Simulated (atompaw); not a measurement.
Yb (Z = 70): PAW (atompaw) pseudisation with PBEsol, scalar-relativistic reference atom.

- Element: ytterbium
- Generator: atompaw 4.2.0.5
- Type: PAW
- Functional: PBEsol
- Relativity: scalar-relativistic
- Frozen core: [Kr] 4d10 4f13
- Valence charge: 11
- Reference configuration: 5s2 5p6 5d1 6s2 6p0
- Partial waves: 5s (bound): rc 1.75 bohr; 6s (bound): rc 3.00 bohr; 5p (bound): rc 1.70 bohr; 6p (bound, empty): rc 2.85 bohr; 5d (bound): rc 3.00 bohr; 5d channel at 0.95 Ry: rc 3.00 bohr
- Local potential: bessel scheme, radius 2.50 bohr
- Core correction: smooth core density matched at 2.15 bohr
- Augmentation charge: besselshape compensation charge, radius 2.50 bohr; PAW radius 3.00 bohr; waves and projectors: custom polynom vanderbiltortho

* Cutoffs needed: 21 Ry and 40 Ry (the cutoffs (Ry, on a coarse ladder) from which the occupation-weighted sum of valence levels, in a spherical-Bessel basis at the reference potential, stays within 10 and 1 mRy of its value at 400 Ry)
* Ghost test: no extra level below or beside the all-electron valence levels (s, p, d, f tested) (spherical-Bessel basis up to 400 Ry, 20 bohr box)
* Lowest eigenvalue of the overlap operator: 0.45 (s channel)
* Overlap eigenvalues printed by atompaw (projector basis): 0.318, 0.53, 1.2, 20.7, 57.2, 546
* Share of each valence orbital outside the PAW sphere: 5s 0 %, 6s 67 %, 5p 1 %, 6p 91 %, 5d 38 %
